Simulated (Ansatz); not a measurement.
`CC(C)C` + `[SiH3][SeH]` → `C[Se][SiH3]` + `CCC` at 600 K and 1 bar (substitution at a C–C bond).

Computed with Ansatz on PBE0-D4/def2-TZVP structures; ΔE is electronic, products minus reactants. CCSD(T)/CBS adds triple-zeta CCSD(T) − MP2 to the extrapolated MP2 energy (def2 sets, frozen cores). For Se outer-core shells are correlated without core-valence functions, which leaves a few kJ/mol of doubt a bond. Scalar relativity is left out up to krypton.

```
      species  CCSD(T)/CBS energy (Eh)  H − E (kJ/mol)  S (J/(mol·K))
     `CC(C)C`               -158.24397           402.4          381.6
`[SiH3][SeH]`              -2692.20088           124.0          341.5
`C[Se][SiH3]`              -2731.45956           216.2          403.0
        `CCC`               -118.98051           315.9          335.6
```

H − E and S are ideal-gas, rigid-rotor, harmonic terms from PBE0-D4/def2-TZVP. 1 Eh = 2625.50 kJ/mol, R = 8.31446 J/(mol·K).

Question: By hand: ΔE, ΔH, ΔS and ΔG.

Answer: ΔE = (-2731.45956) + (-118.98051) − (-158.24397) − (-2692.20088) = 0.00478 Eh = 12.5 kJ/mol. Δ(H − E) = 216.2 + 315.9 − 402.4 − 124.0 = 5.7, so ΔH = 18.2 kJ/mol. ΔS = 403.0 + 335.6 − 381.6 − 341.5 = 15.5 J/(mol·K). ΔG = 18.2 − 600 × (15.5)/1000 = 8.9 kJ/mol.

Question: By hand: the equilibrium constant, and the temperature at which ΔG would vanish if ΔH and ΔS stayed fixed.

Answer: log₁₀ K = −ΔG/(RT ln 10) = -0.8. ΔG = 0 at ΔH/ΔS = 1174 K, though so small a ΔS makes that figure unsure.

TΔS isn't small against ΔH here. A doubt of 5 kJ/mol in ΔE shifts log₁₀ K by 0.4 here. These are equilibria of isolated gas molecules and say nothing of rates. Largest T1 diagnostic: 0.009 (customary marks: 0.02 for closed shells, 0.045 for open ones).
